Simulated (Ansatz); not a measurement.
silanone (H$_{2}$OSi), singlet, at a GFN2-xTB geometry.

Here is a job for Ansatz (a program for electronic structure).
Ansatz 0.2 input:
```yaml
crystal:
  periodic: [false, false, false]
  atoms:
    - {symbol: Si, position_ang: [0.06685327, -0.42675674, 0.00274181]}
    - {symbol: O, position_ang: [-0.16591088, 1.05908930, -0.00680439]}
    - {symbol: H, position_ang: [-0.98465592, -1.43401683, -0.00031696]}
    - {symbol: H, position_ang: [1.37599714, -1.06410322, 0.01636676]}
basis:
  gaussian:
    orbitals: def2-SVP
hamiltonian:
  xc: pbe0
magnetization: {spin_polarized: false}
correlation: {method: ccsd_t}
```

**Question.** What number of basis functions does Ansatz with CCSD(T) on PBE0/def2-SVP give?

**Answer.** 42

**Question.** Give the T1 diagnostic at the level CCSD(T) on PBE0/def2-SVP.

**Answer.** 0.010

**Question.** Give the total energy at the level CCSD(T) on PBE0/def2-SVP.

**Answer.** -365.0847 Eh
